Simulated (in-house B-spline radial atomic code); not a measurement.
Successive ionisation energies of iodine; each step leads to the configuration of the next row (after the last: [Ar] 3d10 4s2). Dirac energy differences include first-order Breit, QED and recoil terms. NIST's values go from ground level to ground level; the uncertainty of those that are theory runs from under 0.1 % in few-electron ions to several per cent in heavy many-electron ones. Computed with a radial B-spline atomic code at the basis-set limit: Dirac-Hartree-Fock, jj configuration that fills j = l - 1/2 first, finite nuclei.

A number in brackets counts the electrons of a j subshell.

| ion | configuration | ionisation energy (eV) | tabulated value (eV) | computed minus tabulated (eV) | highest orbital | largest mean radius (bohr) |
| --- | --- | --- | --- | --- | --- | --- |
| I12+ | [Kr] 4d3/2(4) 4d5/2(1) | 275.5 | 279 | -3.5 | 4d5/2 | 0.81482 |
| I13+ | [Kr] 4d3/2(4) | 306.4 | 307 | -0.6 | 4d3/2 | 0.79382 |
| I14+ | [Kr] 4d3/2(3) | 334.7 | 335 | -0.3 | 4d3/2 | 0.78026 |
| I15+ | [Kr] 4d3/2(2) | 363.6 | 365 | -1.4 | 4d3/2 | 0.76776 |
| I16+ | [Kr] 4d3/2(1) | 393.2 | 393 | 0.2 | 4d3/2 | 0.75579 |
| I17+ | [Ar] 3d10 4s2 4p6 | 504.5 | 505 | -0.5 | 4p3/2 | 0.71909 |
| I18+ | [Ar] 3d10 4s2 4p1/2(2) 4p3/2(3) | 536.3 | 535 | 1.3 | 4p3/2 | 0.71102 |
| I19+ | [Ar] 3d10 4s2 4p1/2(2) 4p3/2(2) | 568.5 | 569 | -0.5 | 4p3/2 | 0.70361 |
| I20+ | [Ar] 3d10 4s2 4p1/2(2) 4p3/2(1) | 601.3 | 601 | 0.3 | 4p3/2 | 0.69641 |
| I21+ | [Ar] 3d10 4s2 4p1/2(2) | 647.7 | 649 | -1.3 | 4p1/2 | 0.67377 |
| I22+ | [Ar] 3d10 4s2 4p1/2(1) | 683.5 | 683 | 0.5 | 4p1/2 | 0.66646 |
